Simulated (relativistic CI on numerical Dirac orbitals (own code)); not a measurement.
# Radial parameters of As11+

Computed by Dirac-Coulomb-Breit CI, KLI orbitals optimised for each configuration, QED by a radiative potential, unscaled Slater integrals (own radial code, finite nucleus).

Slater integrals F^k, G^k are unscaled and averaged over j, outside the closed core [Ne]; ζ comes from projecting the Hamiltonian with its Breit term on Σ l·s of the shell.

- 3s²3p⁶3d⁴: F^2(3d,3d) = 184430, F^4(3d,3d) = 117680, ζ(3d) = 3085.7 cm⁻¹; <r>(3d) = 0.5383, <r^2>(3d) = 0.3433 (bohr units).
- 3s²3p⁵3d⁵: ζ(3p) = 31859, F^2(3d,3d) = 183870, F^4(3d,3d) = 117310, F^2(3p,3d) = 174680, G^1(3p,3d) = 204100, G^3(3p,3d) = 130250, ζ(3d) = 3011.5 cm⁻¹; <r>(3p) = 0.5615, <r^2>(3p) = 0.3649, <r>(3d) = 0.5397, <r^2>(3d) = 0.3452 (bohr units).
- 3s3p⁶3d⁵: F^2(3d,3d) = 183690, F^4(3d,3d) = 117190, G^2(3s,3d) = 156250, ζ(3d) = 3070.7 cm⁻¹; <r>(3s) = 0.5598, <r^2>(3s) = 0.3577, <r>(3d) = 0.5402, <r^2>(3d) = 0.3459 (bohr units).

Q: Give the Racah parameters of the d shell in 3s²3p⁶3d⁴.

A: B = F²/49 − 5F⁴/441 = 2430 cm⁻¹ and C = 35F⁴/441 = 9340 cm⁻¹.

Averages of the first 10 configurations, taken without configuration mixing, which lowers the lowest level and can move excited configurations by several eV; other configurations of the list can lie among them:

```
Configuration  Parity  States  Average energy above the lowest level (eV)
    3s²3p⁶3d⁴    even     210                                         9.8
    3s²3p⁵3d⁵     odd    1512                                       107.7
     3s3p⁶3d⁵    even     504                                       174.4
  3s²3p⁶3d³4s    even     240                                       135.4
  3s²3p⁶3d³4p     odd     720                                       155.4
  3s²3p⁶3d³4d    even    1200                                       186.2
3s²3p⁶3d²4s4p     odd     540                                       291.9
  3s²3p⁶3d³4f     odd    1680                                       212.9
  3s²3p⁶3d³5s    even     240                                       224.4
  3s²3p⁵3d⁴4s     odd    2520                                       231.2
```
